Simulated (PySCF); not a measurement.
C2H9GeP.
SMILES with atom numbers: `[CH3:1][GeH:2]([CH3:3])[PH2:4]` (hydrogens: H5, H6, H7 on C1; H8 on Ge2; H9, H10, H11 on C3; H12, H13 on P4)

Level of theory: PBE0-D3(BJ)/def2-SVP geometry optimisation, gas phase in PySCF 2.14.0.

Problem. What internal coordinates does the optimisation give?

Solution. 
| bond | length (Å) | order |
| --- | --- | --- |
| C1–Ge2, Ge2–C3 | 1.955 | single |
| Ge2–P4 | 2.334 | single |
| C1–H5 and 5 like bonds | 1.100 | single |
| Ge2–H8 | 1.546 | single |
| P4–H12, P4–H13 | 1.431 | single |

Bonds in one row agree within 0.01 Å and their mean is given. Orders are formal, as drawn. A selection of angles:
| angle | degrees |
| --- | --- |
| Ge2–C1–H5 | 110.4 |
| Ge2–C1–H7 | 110.7 |
| H5–C1–H6 | 108.5 |
| C1–Ge2–C3 | 110.5 |
| C1–Ge2–P4 | 112.3 |
| C1–Ge2–H8 | 109.8 |
| C3–Ge2–P4 | 107.9 |
| P4–Ge2–H8 | 106.4 |
| H9–C3–H10 | 108.5 |
| Ge2–P4–H12 | 93.4 |
| H12–P4–H13 | 93.1 |

P4 (three-coordinate phosphorus) is pyramidal (angles 93.9°, 93.4° and 93.1°, sum 280.5°, 0.87 Å off the plane of its three neighbours). Ge2 (germanium bonded to 2 C, P and H) is tetrahedral (angles from 106.4° to 112.3°).

No frequency check. One conformer, not necessarily the lowest (C1–Ge2–P4–H -46° and 47°).
